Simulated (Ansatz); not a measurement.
C₃H₇FSi₂, SMILES C[SiH2]C#C[SiH2]F. Atoms are numbered in the order given.

```xyz
13

Si     0.3409     2.4924     0.0000
F     -1.2144     2.9710     0.0000
C      0.4057     0.6669     0.0000
C      0.4674    -0.5568     0.0000
Si     0.5117    -2.4030     0.0000
C     -1.2424    -3.0773     0.0000
H      0.9839     3.0207     1.2280
H      0.9839     3.0207    -1.2280
H      1.2582    -2.8458     1.2116
H      1.2582    -2.8458    -1.2116
H     -1.7896    -2.7356     0.8922
H     -1.2305    -4.1790     0.0000
H     -1.7896    -2.7356    -0.8922
```

Geometry: B3LYP-D3(BJ)/def2-SVP. The structure was generated by enumeration, and PubChem lists no compound with its InChIKey, so it may never have been made.

Two levels are set side by side: PBE-D3(BJ)/def2-SVP (Ansatz, a program for electronic structure) and B3LYP-D3(BJ)/def2-SVP (Ansatz). Each level has its own optimised geometry; the coordinates shown are those of the second. Differences are taken from unrounded values.

```
quantity              B3LYP-D3(BJ)
--------------------  ------------
mean bond length (Å)         1.471
bond Si1–F2 (Å)              1.627
bond Si1–C3 (Å)              1.827
bond C3–C4 (Å)               1.225
bond C4–Si5 (Å)              1.847
bond Si5–C6 (Å)              1.879
bond Si1–H7 (Å)              1.483
bond Si1–H8 (Å)              1.483
bond Si5–H9 (Å)              1.490
bond Si5–H10 (Å)             1.490
bond C6–H11 (Å)              1.101
bond C6–H12 (Å)              1.102
bond C6–H13 (Å)              1.101
```

Q: What does PBE-D3(BJ) give, and how far is it from B3LYP-D3(BJ)? (An estimate is asked for; the answer gives what the named calculation found.)

A: 
| quantity | PBE-D3(BJ) | PBE-D3(BJ) minus B3LYP-D3(BJ) |
|---|---|---|
| mean bond length (Å) | 1.481 | 0.009 |
| bond Si1–F2 (Å) | 1.639 | 0.011 |
| bond Si1–C3 (Å) | 1.830 | 0.004 |
| bond C3–C4 (Å) | 1.238 | 0.012 |
| bond C4–Si5 (Å) | 1.848 | 0.002 |
| bond Si5–C6 (Å) | 1.885 | 0.006 |
| bond Si1–H7 (Å) | 1.498 | 0.014 |
| bond Si1–H8 (Å) | 1.498 | 0.014 |
| bond Si5–H9 (Å) | 1.504 | 0.014 |
| bond Si5–H10 (Å) | 1.504 | 0.014 |
| bond C6–H11 (Å) | 1.108 | 0.007 |
| bond C6–H12 (Å) | 1.109 | 0.007 |
| bond C6–H13 (Å) | 1.108 | 0.007 |

GGA bonds tend to be longer and softer than those of functionals with exact exchange. Differences between two approximate levels are no errors against the true value.
